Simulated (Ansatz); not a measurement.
Wavefunction ladder for CH4BrFSi (`C[SiH](F)Br`)

Cartesian coordinates in Å:
```
C 0.1203 1.0075 -0.1151
Si 0.0327 -0.8115 0.1754
F -0.4518 -1.0894 1.6687
Br -1.4407 -1.7372 -1.1914
H 0.8288 1.4656 0.5800
H 0.4514 1.2127 -1.1355
H -0.8591 1.4679 0.0293
H 1.3183 -1.5156 -0.0114
```

Total charge 0; spin multiplicity 1. Correlated methods include outer-core shells of Br, which these sets cover unevenly. Scalar relativity is left out up to krypton. Geometry: relaxed with PBE0-D4/def2-TZVP. Frozen core, restricted reference, Ansatz.

| basis | HF (Eh) | MP2 corr. |
| --- | --- | --- |
| def2-SVP | -3000.59298 | -0.65512 |
| def2-TZVPP | -3001.19383 | -0.82214 |
| def2-QZVPP | -3001.25930 | -1.18620 |

Problem. Estimate the CCSD correlation energy and the (T) correction in each basis where they were run (hartree).

Solution. 
| basis | CCSD corr. | (T) |
| --- | --- | --- |
| def2-SVP | -0.68499 | -0.01449 |
| def2-TZVPP | -0.85073 | -0.02819 |
